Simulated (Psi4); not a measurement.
This Psi4 input (PBE/STO-3G) gives -631.99183 Eh with 31 basis functions.

```
memory 6899 MB

molecule {
0 1
O     1.55919653   -0.41113020   -0.18678721
Si    0.00965688    0.00056836   -0.01004331
O    -0.89552179   -1.32599990    0.20733186
F    -0.21079318    0.99841460    1.20561488
F    -0.40715388    0.80802031   -1.30289704
H     1.92006693   -1.12628560    0.34196098
H    -1.80313751   -1.24254486    0.50982744
}

set {
  basis sto-3g
  scf_type df
}

energy('pbe')
print_variables()
```

Change:
```diff
- basis sto-3g
+ basis aug-pcseg-1
```

Q: What does the run give now?

A: -640.50851 Eh (PBE/aug-pcseg-1, 137 functions), a change of -8516.68 mEh.
